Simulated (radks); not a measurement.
Excited configurations of Ni III: one electron is placed in a higher orbital outside [Ar] 3d7. The ground configuration is [Ar] 3d8. Method: Dirac Kohn-Sham, PBE, spin-unpolarised, spherical densities, point nucleus; open shells are shared between the two j in proportion to 2j + 1; computed with a radial shooting solver on a logarithmic mesh with Libxc functionals. Excitation = E - E(ground); binding = E(ion) - E, where the ion is the core of charge +3; n* = 3/sqrt(2 binding) in atomic units, and the quantum defect is n - n*. Eigenvalue and <r> are those of j = l + 1/2.

outer orbital  excitation (eV)  binding (eV)  quantum defect  eigenvalue (eV)  <r> (bohr)
4p                      16.003        21.463           1.611          -17.438       2.677
5s                      24.469        12.997           1.931          -11.124       4.834
5p                      26.719        10.747           1.625           -9.100       5.560
5d                      29.974         7.492           0.957           -6.271       7.411
6p                      30.977         6.489           1.656           -5.576       9.370
6d                      32.548         4.918           1.010           -4.206       11.83
6f                      33.807         3.659           0.215           -3.112       15.16
7s                      32.550         4.916           2.009           -4.267       12.79
7p                      33.108         4.358           1.699           -3.778       14.13
7d                      33.994         3.472           1.062           -3.006       17.20
7f                      34.752         2.714           0.283           -2.342       21.26

The Delta-SCF ionisation energy is 37.466 eV (NIST Atomic Spectra Database: 35.19 eV, measured). Self-interaction in the functional shifts the binding energies and quantum defects, so they are the method's values and not measured ones. Spin polarisation and multiplet splitting are left out, so open shells lie too high by an amount that depends on their filling.

Beside tabulated values, note that spin-unpolarised runs miss the spin-polarisation part of the exchange energy of open shells.
